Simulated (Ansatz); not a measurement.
Start from `[CH3][In]([F])[I]` and change one atom or group to get `[F][InH][I]`.

Ansatz, PBE0-D4/def2-TZVP geometries, multiplicity 1. 

Elements past krypton have def2 core potentials.  Spin–orbit coupling is left out; it splits and shifts lone-pair levels of the heavy atoms by tenths of an eV.

```json
{"property": "HOMO–LUMO gap (ωB97M-V/def2-TZVPP) / eV", "`[CH3][In]([F])[I]`": "9.86"}
{"property": "LUMO energy (ωB97M-V/def2-TZVPP) / eV", "`[CH3][In]([F])[I]`": "0.02"}
{"property": "HOMO energy (ωB97M-V/def2-TZVPP) / eV", "`[CH3][In]([F])[I]`": "-9.84"}
{"property": "LUMO energy (B3LYP/def2-TZVPP) / eV", "`[CH3][In]([F])[I]`": "-2.09"}
{"property": "size of the dipole moment (B3LYP/def2-TZVPP) / D", "`[CH3][In]([F])[I]`": "3.59"}
{"property": "LUMO energy (PBE/def2-TZVPP) / eV", "`[CH3][In]([F])[I]`": "-2.62"}
```

Problem. What does the change do to each property? (Best estimate.)

Solution. Computed: 
| property | `[F][InH][I]` | shift |
| --- | --- | --- |
| HOMO–LUMO gap (ωB97M-V/def2-TZVPP) / eV | 9.66 | -0.20 |
| LUMO energy (ωB97M-V/def2-TZVPP) / eV | -0.39 | -0.41 |
| HOMO energy (ωB97M-V/def2-TZVPP) / eV | -10.05 | -0.21 |
| LUMO energy (B3LYP/def2-TZVPP) / eV | -2.27 | -0.18 |
| size of the dipole moment (B3LYP/def2-TZVPP) / D | 2.58 | -1.01 |
| LUMO energy (PBE/def2-TZVPP) / eV | -2.79 | -0.17 |

With PBE0 the HOMO falls by 0.22 eV and the LUMO falls by 0.17 eV, so the gap widens by about 0.05 eV. PBE moves the HOMO by -0.22 eV and ωB97M-V by -0.21 eV. The zero-point energy changes by -77.8 kJ/mol with -9 modes. Dipoles are sizes alone; their direction can turn.

B3LYP here is the variant with VWN-RPA as its local correlation; programs differ in this.
